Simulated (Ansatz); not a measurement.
A run for Ansatz (a program for electronic structure): R-CCSD(T)/cc-pVTZ on BH4NO (SMILES NBO), atoms moved off the minimum.

Ansatz 0.2 input:
```yaml
crystal:
  periodic: [false, false, false]
  atoms:
    - {symbol: B, position_ang: [-0.24151662, -0.34286307, 0.22559994]}
    - {symbol: H, position_ang: [-1.03448164, -0.99051847, 0.54446453]}
    - {symbol: O, position_ang: [1.02829516, -0.63594705, 0.48025434]}
    - {symbol: H, position_ang: [1.70826755, 0.11366694, -0.00530126]}
    - {symbol: N, position_ang: [-0.80353213, 0.86540292, -0.51144880]}
    - {symbol: H, position_ang: [-1.70817818, 0.94055236, -0.81040998]}
    - {symbol: H, position_ang: [-0.07880198, 1.29869147, -1.05148081]}
basis:
  gaussian:
    orbitals: cc-pVTZ
magnetization: {spin_polarized: false}
correlation: {method: ccsd_t, electrons: outside_noble_gas}
scf: {lower_state_search: off}
output: {forces: true}
```

Question: What total energy does the run end on?

Answer: -157.0416 hartree (reference determinant -156.4335, T1 diagnostic 0.013).

Question: How many basis functions does it have, and what does it roughly cost on one machine?

Answer: 146 functions; roughly 2.4 core-minutes.
